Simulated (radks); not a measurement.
Q: The oxygen anion O2-, [Ne], held by a Watson sphere: a shell of charge +2 at radius R that stands for the Madelung well of a crystal (potential energy -2/R inside, -2/r outside, in hartree with lengths in bohr). Calculated with a radial shooting solver on a logarithmic mesh with Libxc functionals: scalar-relativistic Kohn-Sham, PBE, spin-unpolarised, spherical densities, finite nucleus; Fermi nuclear charge, rms radius of each element as measured or else 0.836 A^(1/3) + 0.57 fm. Response by self-consistent Sternheimer equations with the Hartree and adiabatic LDA kernel, the relativistic mass of each level held fixed and spin-orbit coupling left out. The sphere does not respond.

| R (bohr) | e(1s) (eV) | e(2s) (eV) | e(2p) (eV) | <r> 2p (bohr) | sum of <r^2> (bohr^2) | X-ray form factor at sin(theta)/lambda = 0.3 1/angstrom | alpha (bohr^3) |
|---|---|---|---|---|---|---|---|
| 1.68 | -508.44 | -23.651 | -8.942 | 1.411 | 19.42 | 4.279 | 10.76 |
| 2.98 | -507.73 | -18.859 | -4.893 | 1.700 | 28.70 | 4.049 | 38.53 |
| 3.18 | -507.53 | -18.434 | -4.476 | 1.738 | 30.20 | 4.047 | 46.36 |
| 3.25 | -507.45 | -18.298 | -4.341 | 1.751 | 30.73 | 4.047 | 49.43 |

Estimate the row for R = 1.93 bohr.

A: e(1s) (eV) -508.55; e(2s) (eV) -22.386; e(2p) (eV) -7.969; <r> 2p (bohr) 1.475; sum of <r^2> (bohr^2) 21.20; X-ray form factor at sin(theta)/lambda = 0.3 1/angstrom 4.176; alpha (bohr^3) 13.87.
